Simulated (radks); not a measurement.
K8+, configuration [Ne] 3s1 (the NIST ground configuration). Calculated with a radial shooting solver on a logarithmic mesh with Libxc functionals: scalar-relativistic Kohn-Sham, LB94 model potential, spin-polarised, spherical densities, finite nucleus; open shells are filled with parallel spins first; Fermi nuclear charge, rms radius 3.4349 fm.

Normalised radial functions P(r) = r R(r), r in bohr:

r,1s down,2s up,2p up
0.004173,0.6408,0.1843,0.0040
0.005221,0.7842,0.2254,0.0061
0.006584,0.9616,0.2762,0.0096
0.008237,1.1634,0.3338,0.0146
0.01031,1.3965,0.3999,0.0223
0.013,1.6699,0.4767,0.0343
0.01626,1.9599,0.5568,0.0519
0.02034,2.2650,0.6386,0.0778
0.02565,2.5784,0.7175,0.1173
0.03209,2.8512,0.7769,0.1725
0.04047,3.0654,0.8041,0.2533
0.05063,3.1638,0.7769,0.3605
0.06335,3.1155,0.6744,0.5022
0.07989,2.8826,0.4665,0.6882
0.09995,2.4823,0.1562,0.9021
0.125,1.9513,-0.2529,1.1362
0.1577,1.3497,-0.7392,1.3718
0.1973,0.8199,-1.1948,1.5531
0.2488,0.4076,-1.5509,1.6447
0.3113,0.1668,-1.6915,1.6005
0.3894,0.0523,-1.5888,1.4123
0.4911,0.0111,-1.2607,1.0935
0.6144,0.0016,-0.8391,0.7337
0.7748,0.0001,-0.4387,0.3986
0.9694,0.0000,-0.1807,0.1754
1.213,0.0000,-0.0546,0.0584
1.529,0.0000,-0.0105,0.0129
1.913,0.0000,-0.0013,0.0019
2.394,0.0000,-0.0001,0.0002
3.019,0.0000,0.0000,0.0000

1s down: eigenvalue -3756.1 eV, 0 radial nodes, <r> = 0.0807 bohr, 90 % of the charge inside 0.144 bohr. 2s up: eigenvalue -537.78 eV, 1 radial node at r = 0.109 bohr, <r> = 0.383 bohr, 90 % of the charge inside 0.595 bohr. 2p up: eigenvalue -466.22 eV, 0 radial nodes, <r> = 0.344 bohr, 90 % of the charge inside 0.566 bohr.
